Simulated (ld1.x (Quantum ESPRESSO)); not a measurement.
# Sb: one change to a PAW potential, before and after

antimony (Sb), PAW, made with ld1.x (Quantum ESPRESSO) 7.5 (PW91, scalar-relativistic). Core [Kr], reference 4d10 5s2 5p3. Waves: 5s (bound): rcut 1.50, rcutus 2.10 bohr; 5s channel at -0.15 Ry: rcut 1.50, rcutus 2.10 bohr; 5p (bound): rcut 2.00, rcutus 2.65 bohr; 5p channel at 0.1 Ry: rcut 2.00, rcutus 2.65 bohr; 4d (bound): rcut 1.10, rcutus 1.30 bohr; 4d channel at 1.2 Ry: rcut 1.10, rcutus 1.30 bohr; 4f channel at 0.4 Ry: rcut 1.80, rcutus 2.30 bohr. Local part: all-electron potential smoothed inside 1.60 bohr (lloc = -1). Core correction: Bessel-smoothed model core inside 1.20 bohr. Augmentation charge: BG, radius 0.90 bohr.

All-electron outer shells of the reference configuration (PW91, scalar-relativistic, ld1.x):

```json
{"shell": "4s", "level (eV)": "-148.86", "outermost node (bohr)": "0.39", "outermost maximum (bohr)": "0.73"}
{"shell": "4p", "level (eV)": "-101.81", "outermost node (bohr)": "0.39", "outermost maximum (bohr)": "0.76"}
{"shell": "4d", "level (eV)": "-33.54", "outermost node (bohr)": "0.38", "outermost maximum (bohr)": "0.84"}
{"shell": "5s", "level (eV)": "-12.90", "outermost node (bohr)": "0.95", "outermost maximum (bohr)": "1.90"}
{"shell": "5p", "level (eV)": "-4.88", "outermost node (bohr)": "1.04", "outermost maximum (bohr)": "2.32"}
```

Change: wave 4d channel at 1.2 Ry: rcut 1.10, rcutus 1.30 bohr becomes 4d channel at -1.77 Ry: rcut 1.10, rcutus 1.30 bohr.

Cutoffs: the cutoffs (Ry, on a coarse ladder) from which the occupation-weighted sum of valence levels, in a spherical-Bessel basis at the reference potential, stays within 10 and 1 mRy of its value at 400 Ry; they do not see the model core or the augmentation charge, which bear on the density cutoff. Errors are all-electron minus pseudo energies relative to the spin-unpolarised reference configuration.

Task: Predict the effect on cutoff, ghosts and configuration errors.

Result: The potential gets neither clearly harder nor softer (90 Ry and 160 Ry → 90 Ry and 160 Ry); both files keep a bound ghost (s); of the 7 tests that both files solve, the error grows in 5 and shrinks in 1 by more than 15 % and 0.3 meV (median size 11.1 → 18.7 meV).

```csv
quantity,base,changed
"cutoff, loose",90 Ry,90 Ry
"cutoff, tight",160 Ry,160 Ry
bound ghosts,s,s
"error for 4d10 5s2 5p2, meV [ΔE 8.38 eV]",+1.0,+19
"error for 4d10 5s2 5p1, meV [ΔE 24.42 eV]",+11,+123
"error for 4d10 5s2 5p0, meV [ΔE 48.93 eV]",+28,+431
"error for 4d10 5s2 5p2.5, meV [ΔE 3.29 eV]",-0.1,+3.6
"error for 4d9 5s2 5p4, meV [ΔE 31.11 eV]",+77,+246
"error for 4d10 5s1 5p3, meV [ΔE 17.13 eV]",-13,-10
"error for 4d10 5s2 5p3.3, meV [ΔE -1.17 eV]",+0.4,+0.6
s: phases at 2.89 bohr within 0.05 rad from the reference energy up to (Ry; the scan ends near 5),to the end of the scan,to the end of the scan
p: phases at 2.89 bohr within 0.05 rad from the reference energy up to (Ry; the scan ends near 5),2.4,2.4
d: phases at 2.89 bohr within 0.05 rad from the reference energy up to (Ry; the scan ends near 5),to the end of the scan,to the end of the scan
f: phases at 2.89 bohr within 0.05 rad from the reference energy up to (Ry; the scan ends near 5),1.2,1.2
lowest overlap eigenvalue by channel,"s 0.30, p 0.45, d 0.62, f 1.00","s 0.30, p 0.45, d 0.80, f 1.00"
```

Base: ld1.x warns that Blöchl-style (BG) augmentation functions are not a good idea. Changed file: ld1.x warns that Blöchl-style (BG) augmentation functions are not a good idea. A true bound ghost makes a file unfit for plane-wave use even where its test errors are small: the radial tests pick states by their node count and pass the ghost by.
